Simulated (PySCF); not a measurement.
A series of related molecules.

All values: B3LYP/def2-SVPD (PySCF) at GFN2-xTB geometries, gas phase, one conformer each. Core orbitals are frozen in the response; Δα² is half the sum of the squared differences of the principal polarisabilities.

Question: Rank by HOMO energy, highest first.
A. `C#C[C@@H]1C(=O)[SiH2][C@@H]1C=O`
B. `C#C[C@@H]1C(=O)[SiH2][C@@H]1C`
C. `C1([SiH2][C@H]([SiH3])[C@@H]1C#C)=O`

Answer: B (-6.56 eV), C (-6.69 eV), A (-7.04 eV).

Question: Rank by dipole moment, lowest first.
A. `C#C[C@H]1C[SiH2]C1=O`
B. `[CH:1]#[C:2][C@@H:3]1[C:4](=[O:5])[SiH2:6][C@@H:7]1[SiH3:8]` with C2–C3–C4–O5 82°, C3–C4–Si6–C7 -12°, C4–Si6–C7–Si8 135°, C2–C3–C7–Si6 100°
C. `[CH:1]#[C:2][C@@H:3]1[C:4](=[O:5])[SiH2:6][C@@H:7]1[CH:8]=[O:9]` with Si6–C7–C8–O9 90°, C2–C3–C4–O5 82°, C3–C4–Si6–C7 -13°, C4–Si6–C7–C8 136°, C2–C3–C7–Si6 98°
D. `C#C[C@@H]1C(=O)C[C@@H]1C`

Answer: C (0.85 D), B (2.39 D), A (2.99 D), D (3.22 D).

Question: Rank by mean static polarisability, highest first.
A. `C#C[C@H]1C(=C)[SiH2]C1=O`
B. `O=C1[SiH2][C@@H]([C@@H]1C#C)C=O`
C. `C#C[C@@H]1C([SiH2][C@@H]1[SiH3])=O`
D. `C1[SiH2]C([C@H]1C#C)=O`
E. `C#C[C@@H]1C(=O)C[C@@H]1C`

Answer: C (16.46 Å³), B (14.75 Å³), A (14.50 Å³), D (12.79 Å³), E (11.94 Å³).

All values together:

```tsv
SMILES	change	formula	μ (D)	HOMO (eV)	LUMO (eV)	α (Å³)	Δα (Å³)	electrons	α per electron (Å³)
C#C[C@@H]1C(=O)[SiH2][C@@H]1C	parent	C6H8OSi	3.06	-6.56	-1.86	14.33	3.93	66	0.217
C#C[C@@H]1C(=O)C[C@@H]1C	Si replaced by C	C7H8O	3.22	-6.99	-1.30	11.94	3.99	58	0.206
C#C[C@@H]1C(=O)[SiH2][C@@H]1C=O	CH2 replaced by C=O	C6H6O2Si	0.85	-7.04	-2.32	14.75	4.51	72	0.205
C#C[C@H]1C(=C)[SiH2]C1=O	C-C bond made double	C6H6OSi	3.05	-6.64	-2.27	14.50	5.76	64	0.227
C#C[C@@H]1C(=O)[SiH2][C@@H]1[SiH3]	C replaced by Si	C5H8OSi2	2.39	-6.69	-1.96	16.46	4.28	74	0.222
C#C[C@H]1C[SiH2]C1=O	terminal C group replaced by H	C5H6OSi	2.99	-6.62	-1.98	12.79	6.03	58	0.221
```

Conformers: `[CH:1]#[C:2][C@@H:3]1[C:4](=[O:5])[SiH2:6][C@@H:7]1[CH3:8]` with C2–C3–C4–O5 82°, C3–C4–Si6–C7 -12°, C4–Si6–C7–C8 134°, C2–C3–C7–Si6 99°; `[CH:1]#[C:2][C@@H:3]1[C:4](=[O:5])[SiH2:6][C@@H:7]1[CH:8]=[O:9]` with Si6–C7–C8–O9 90°, C2–C3–C4–O5 82°, C3–C4–Si6–C7 -13°, C4–Si6–C7–C8 136°, C2–C3–C7–Si6 98°; `[CH:1]#[C:2][C@@H:3]1[C:4](=[O:5])[SiH2:6][C@@H:7]1[SiH3:8]` with C2–C3–C4–O5 82°, C3–C4–Si6–C7 -12°, C4–Si6–C7–Si8 135°, C2–C3–C7–Si6 100°.

Give the shifts from the parent, `C#C[C@@H]1C(=O)[SiH2][C@@H]1C`.

```csv
SMILES,change in μ (D),change in HOMO (eV),change in LUMO (eV),change in mean α (Å³)
C#C[C@@H]1C(=O)C[C@@H]1C,+0.16,-0.43,+0.56,-2.39
C#C[C@@H]1C(=O)[SiH2][C@@H]1C=O,-2.21,-0.48,-0.46,+0.42
C#C[C@H]1C(=C)[SiH2]C1=O,-0.01,-0.08,-0.41,+0.17
C#C[C@@H]1C(=O)[SiH2][C@@H]1[SiH3],-0.67,-0.13,-0.10,+2.13
C#C[C@H]1C[SiH2]C1=O,-0.07,-0.06,-0.12,-1.54
```

How closely does the mean polarisability follow the number of electrons in this set?

The correlation coefficient is 0.93; α per electron runs from 0.205 to 0.227 Å³.
